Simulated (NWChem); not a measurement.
Molecule: HfH4O; SMILES [HfH3][OH]

```xyz
6

Hf     0.0283     0.1576    -0.0026
O      0.0832    -1.7313    -0.0084
H      0.1114    -2.6873    -0.0113
H     -0.9655     0.7072     1.4663
H      1.7702     0.7905     0.1117
H     -0.7709     0.7220    -1.5807
```
Atoms are numbered in this order, from 1.

Level: PBE0/def2-SVP with def2 effective core potentials on Hf (NWChem), optimised geometry, unscaled harmonic frequencies. def2 effective core potentials on Hf; no spin-orbit coupling.

```json
[
 {"frequency (cm⁻¹)": "310", "IR intensity (km/mol)": "149.4"},
 {"frequency (cm⁻¹)": "311", "IR intensity (km/mol)": "151.5"},
 {"frequency (cm⁻¹)": "394", "IR intensity (km/mol)": "51.1"},
 {"frequency (cm⁻¹)": "395", "IR intensity (km/mol)": "48.8"},
 {"frequency (cm⁻¹)": "548", "IR intensity (km/mol)": "156.8"},
 {"frequency (cm⁻¹)": "660", "IR intensity (km/mol)": "86.3"},
 {"frequency (cm⁻¹)": "667", "IR intensity (km/mol)": "85.9"},
 {"frequency (cm⁻¹)": "767", "IR intensity (km/mol)": "262.9"},
 {"frequency (cm⁻¹)": "1711", "IR intensity (km/mol)": "606.3"},
 {"frequency (cm⁻¹)": "1711", "IR intensity (km/mol)": "604.7"},
 {"frequency (cm⁻¹)": "1765", "IR intensity (km/mol)": "150.3"},
 {"frequency (cm⁻¹)": "4023", "IR intensity (km/mol)": "356.2"}
]
```

```yaml
zero_point_energy: 18.9 kcal/mol
thermal correction to the enthalpy at 298.15 K (with zero-point energy): 22.6 kcal/mol
heat capacity Cv: 16.0 cal/(mol K)
entropy at 298.15 K and 1 atm (symmetry number 3): 67.9 cal/(mol K)
```

Rigid rotor and harmonic oscillator.
